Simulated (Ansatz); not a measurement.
`CC(C)BO` → `[BH]O`• + `C[CH]C`• at 400 K and 1 bar (homolysis of the B–C bond).

Program: Ansatz. Geometries: PBE0-D4/def2-TZVP. ΔE: electronic, gas phase. CCSD(T)/CBS is the MP2 limit (def2-TZVPP, def2-QZVPP) plus CCSD(T) − MP2 in def2-TZVPP, frozen cores. This one scheme is used for every species. Open shells (•) are unrestricted, without spin–orbit coupling. One conformer a species, not always the lowest.

| species | CCSD(T)/CBS energy (Eh) | H − E (kJ/mol) | S (J/(mol·K)) |
| --- | --- | --- | --- |
| `CC(C)BO` | -219.60044 | 351.8 | 372.9 |
| `[BH]O`• | -101.12826 | 77.8 | 244.0 |
| `C[CH]C`• | -118.31020 | 255.6 | 318.1 |

H − E and S are ideal-gas, rigid-rotor, harmonic terms from PBE0-D4/def2-TZVP, for one conformer and one mirror image of each species, with the whole ground term of open shells counted as degenerate. 1 Eh = 2625.50 kJ/mol, R = 8.31446 J/(mol·K).

Q: By hand: ΔE, ΔH, ΔS and ΔG.

A: ΔE = (-101.12826) + (-118.31020) − (-219.60044) = 0.16198 Eh = 425.3 kJ/mol. Δ(H − E) = 77.8 + 255.6 − 351.8 = -18.4, so ΔH = 406.9 kJ/mol. ΔS = 244.0 + 318.1 − 372.9 = 189.2 J/(mol·K). ΔG = 406.9 − 400 × (189.2)/1000 = 331.2 kJ/mol.

Q: By hand: the equilibrium constant, and the temperature at which ΔG would vanish if ΔH and ΔS stayed fixed.

A: log₁₀ K = −ΔG/(RT ln 10) = -43.2. ΔG = 0 at ΔH/ΔS = 2151 K.

The number of gas molecules changes by +1, which sets the sign of ΔS. A doubt of 5 kJ/mol in ΔE shifts log₁₀ K by 0.7 here. Other conformers and mirror images would add mixing entropy, several J/(mol·K) or more a flexible species. Modes under 60 cm⁻¹, often nearly free rotors, make the harmonic entropy too high. These are equilibria of isolated gas molecules and say nothing of rates. Largest T1 diagnostic: 0.016 (customary marks: 0.02 for closed shells, 0.045 for open ones).
